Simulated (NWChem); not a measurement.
**Total energies of ClSi (+1)**

```xyz
2

Si     0.0000     0.0000     1.0934
Cl     0.0000     0.0000    -0.9005
```
Charge +1, spin multiplicity 1.

The numbers come from NWChem runs, not from measurements. All single points use one geometry, from PBE/def2-SVP, a minimum by its harmonic frequencies.

Basis set: def2-TZVP (74 functions).

```json
[
 {"method": "RHF", "total energy (Ha)": "-748.18193"},
 {"method": "MP2", "total energy (Ha)": "-748.43489"},
 {"method": "B2PLYP", "total energy (Ha)": "-749.16772"},
 {"method": "PBE", "total energy (Ha)": "-749.08079"},
 {"method": "B3LYP", "total energy (Ha)": "-749.44794"},
 {"method": "BHandHLYP", "total energy (Ha)": "-749.41663"},
 {"method": "CCSD(T)", "total energy (Ha)": "-748.47639"}
]
```

Total energies of different functionals aren't comparable as a measure of quality: only differences taken within one method are. 

The correlated methods keep 10 core orbitals frozen. B3LYP has NWChem's definition, with VWN1-RPA local correlation. The structure started from a generated list of species. Coupled-cluster values serve here as a point of comparison, not as the truth.
